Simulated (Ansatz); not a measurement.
Two members of one family (Oligo(3-methylthiophene)), computed with Ansatz in the gas phase. The two geometries come from different levels. Binding counts from free atoms in the multiplicity of their measured ground term, without zero-point energy. Sets without diffuse functions give affinities that are too small. A dash marks a value that wasn't run or was left out as unsound. The structures are stationary points that may keep the symmetry of their start. Remarks come from the PBE and PBE0 runs and from stability tests at other levels; not every state was tested. A HOMO above zero means that the electron is unbound at that level and held by the basis, or that self-interaction error raises the level; the energy of removing that electron tells which.

First: Cc1csc(-c2sc(-c3sc(-c4sc(-c5sc(-c6sccc6C)cc5C)cc4C)cc3C)cc2C)c1 (singlet, charge 0, r2SCAN-D4/def2-SVP geometry).

Cartesian coordinates in Å:
```
C 3.404 -11.112 1.630
C 3.498 -9.625 1.791
C 4.294 -8.986 2.719
S 4.160 -7.271 2.631
C 2.987 -7.365 1.337
C 2.419 -6.164 0.771
S 2.297 -4.721 1.744
C 1.600 -3.799 0.432
C 1.222 -2.419 0.564
S 0.416 -1.646 -0.781
C 0.293 -0.119 0.062
C -0.322 1.043 -0.516
S -0.432 2.493 0.455
C -1.224 3.387 -0.822
C -1.640 4.755 -0.674
S -2.526 5.505 -1.982
C -2.645 7.025 -1.137
C -3.309 8.154 -1.745
S -3.385 8.291 -3.485
C -4.278 9.757 -3.395
C -4.497 10.135 -2.091
C -3.954 9.231 -1.132
C -4.099 9.415 0.348
C -2.036 6.923 0.106
C -1.468 5.655 0.385
C -0.756 5.349 1.668
C -1.381 2.565 -1.934
C -0.884 1.252 -1.783
C -0.960 0.222 -2.869
C 0.859 -0.242 1.328
C 1.384 -1.520 1.627
C 2.032 -1.846 2.938
C 1.469 -4.615 -0.688
C 1.925 -5.943 -0.517
C 1.905 -6.967 -1.610
C 2.754 -8.693 1.007
H 3.695 -11.424 0.612
H 4.058 -11.635 2.343
H 2.373 -11.467 1.794
H 4.961 -9.443 3.452
H -4.592 10.262 -4.307
H -5.048 11.037 -1.814
H -3.197 9.867 0.798
H -4.271 8.453 0.857
H -4.944 10.083 0.574
H -1.959 7.764 0.797
H -0.716 6.242 2.308
H -1.260 4.550 2.237
H 0.280 5.011 1.493
H -1.852 2.916 -2.856
H -1.548 -0.658 -2.559
H 0.040 -0.144 -3.155
H -1.434 0.645 -3.767
H 0.897 0.591 2.035
H 2.074 -0.954 3.578
H 3.063 -2.217 2.803
H 1.480 -2.628 3.485
H 1.062 -4.246 -1.633
H 1.035 -7.641 -1.524
H 1.844 -6.480 -2.595
H 2.808 -7.597 -1.587
H 2.031 -8.994 0.248
```

| level | HOMO (eV) | LUMO (eV) | gap (eV) | vertical IE (eV) | vertical EA (eV) | vertical triplet (eV) | binding per atom (eV) |
| --- | --- | --- | --- | --- | --- | --- | --- |
| PBE-D4/def2-SVP | -4.20 | -2.57 | 1.62 | 5.61 | 1.27 | 1.51 | 5.16 |
| r2SCAN-D4/def2-SVP | -4.35 | -2.62 | 1.74 | – | – | – | 4.99 |
| PBE0-D4/def2-SVP | -4.95 | -2.08 | 2.86 | 5.91 | 1.21 | 1.72 | 5.04 |

Remarks: HOMO above zero (-1 doublet).

Second: Cc1csc(-c2sc(-c3sc(-c4sc(-c5sc(-c6sc(-c7sccc7C)cc6C)cc5C)cc4C)cc3C)cc2C)c1 (singlet, charge 0, PBE-D4/def2-SVP geometry).

Cartesian coordinates in Å:
```
C -10.603 0.729 1.544
C -9.107 0.845 1.453
C -8.213 -0.001 2.092
S -6.564 0.418 1.778
C -7.038 1.755 0.742
C -6.030 2.573 0.102
S -4.457 1.888 -0.252
C -3.862 3.400 -0.908
C -2.506 3.499 -1.391
S -1.287 2.400 -0.774
C -0.045 3.073 -1.812
C 1.291 2.531 -1.790
S 1.551 0.900 -1.198
C 3.286 1.014 -1.423
C 4.138 -0.092 -1.058
S 3.586 -1.248 0.140
C 5.039 -2.216 -0.014
C 5.189 -3.427 0.757
S 3.761 -4.250 1.349
C 4.709 -5.485 2.154
C 4.106 -6.568 2.895
S 5.145 -7.840 3.519
C 3.809 -8.672 4.230
C 2.620 -8.012 3.996
C 2.766 -6.811 3.234
C 1.609 -5.931 2.858
C 6.068 -5.245 1.935
C 6.359 -4.095 1.156
C 7.755 -3.644 0.838
C 5.908 -1.622 -0.931
C 5.418 -0.429 -1.529
C 6.175 0.341 -2.573
C 3.612 2.257 -1.969
C 2.505 3.122 -2.182
C 2.643 4.516 -2.721
C -0.576 4.124 -2.564
C -1.957 4.378 -2.339
C -2.730 5.435 -3.073
C -4.874 4.361 -0.874
C -6.100 3.912 -0.307
C -7.302 4.796 -0.138
C -8.428 1.843 0.686
H -11.058 0.597 0.540
H -10.908 -0.131 2.169
H -11.054 1.644 1.984
H -8.445 -0.855 2.740
H 3.977 -9.606 4.781
H 1.649 -8.375 4.361
H 1.752 -4.886 3.204
H 1.463 -5.883 1.757
H 0.668 -6.309 3.302
H 6.851 -5.893 2.356
H 8.486 -4.115 1.523
H 8.052 -3.916 -0.196
H 7.855 -2.543 0.926
H 6.869 -2.070 -1.215
H 5.508 0.687 -3.387
H 6.665 1.243 -2.148
H 6.972 -0.284 -3.020
H 4.646 2.567 -2.167
H 2.019 5.237 -2.153
H 2.328 4.583 -3.785
H 3.695 4.855 -2.669
H 0.008 4.678 -3.309
H -2.891 6.340 -2.449
H -2.188 5.757 -3.983
H -3.732 5.068 -3.378
H -4.722 5.398 -1.201
H -8.052 4.635 -0.941
H -7.814 4.605 0.827
H -7.013 5.865 -0.172
H -8.952 2.584 0.069
```

**Question.** Estimate how these quantities change from the first to the second (second minus first).

**Answer.** 
```
             level  Δ HOMO (eV)  Δ LUMO (eV)  Δ gap (eV)  Δ vertical IE (eV)  Δ vertical EA (eV)  Δ vertical triplet (eV)  Δ binding per atom (eV)
   PBE-D4/def2-SVP         0.00        -0.02       -0.02               -0.11                0.12                    -0.01                     0.01
r2SCAN-D4/def2-SVP         0.00        -0.02       -0.02                   –                   –                        –                     0.01
  PBE0-D4/def2-SVP         0.00        -0.02       -0.02               -0.06                0.07                     0.08                     0.01
```
